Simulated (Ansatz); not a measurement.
Saddle point of TiH2ClF3, closed shell (TiClF₃ ([F][Ti]([F])([F])[Cl]) + H₂ → TiHF₃ ([F][TiH]([F])[F]) + HCl; bonds formed: Ti1–H7, Cl2–H6; bonds broken: Ti1–Cl2, H6–H7), PBE0-D4/def2-TZVP structure:

| atom | x (Å) | y (Å) | z (Å) |
| --- | --- | --- | --- |
| Ti1 | -0.4520 | 0.3916 | -0.0219 |
| Cl2 | 1.5064 | -1.2354 | -0.9559 |
| F3 | -1.5651 | -0.5611 | -0.9598 |
| F4 | -1.4518 | 1.1839 | 1.1592 |
| F5 | 0.3828 | 1.6924 | -0.8206 |
| H6 | 1.1581 | -1.0231 | 0.3642 |
| H7 | 0.4217 | -0.4483 | 1.2347 |

Energies are electronic, without zero-point energy. Barriers and step energies count from the start structure reached by relaxing down the imaginary mode; all methods use the PBE0-D4 structures, on which another method's saddle can fall below an end. Computed with Ansatz 0.2.0 (basis: def2-TZVPP, with def2-QZVPP for the basis limit); correlated methods freeze the cores. B3LYP uses VWN-RPA correlation. Extrapolation: Hartree–Fock as exp(−7.88 √X), correlation as X^−2.97.

```tsv
method	barrier (eV)	step energy (eV)
SPW92	?	1.549
PBE-D4	1.615	1.637
BLYP-D4	1.742	1.645
r2SCAN-D4	1.713	1.699
B97M-V	1.705	1.542
PBE0-D4	1.667	1.537
B3LYP-D4	?	1.557
r2SCAN0-D4	1.731	1.578
BHLYP-D4	1.829	1.447
CAM-B3LYP-D4	1.736	1.467
wB97X-V	1.761	1.468
wB97M-V	1.739	1.437
B2PLYP	1.850	1.638
PBE-QIDH	1.784	1.588
RPA on PBE	1.774	1.467
HF	2.123	1.374
MP2	?	1.679
CCSD	1.808	1.391
CCSD(T)	1.805	1.522
```

Question: Fill in the withheld barriers. (Judge from chemistry; the value comes from the calculation.)

Answer: The calculation gives: SPW92 1.318; MP2 1.878; B3LYP-D4 1.765 eV. Each is the energy of the saddle less that of the start structure, by the same method.

For comparison, the barrier by CCSD(T) at an estimated basis limit (MP2 extrapolated from triple and quadruple zeta, plus CCSD(T) − MP2 in triple zeta) is 1.806 eV.

No T1 diagnostic of these runs exceeds 0.024.

Labels in which every atom is bracketed show which atoms are joined, not bond orders.

For scale, one of the runs: CCSD(T)/def2-TZVPP, 227 basis functions, launched by `ansatz run in.yaml --threads 8 --pin off --events-out ev --progress --plain --max-ram 19148MiB`. The run took 96 s on 8 CPU threads of a Oxide Virtual Turin-like (shared host), with 4.3 GiB of host memory at its peak.
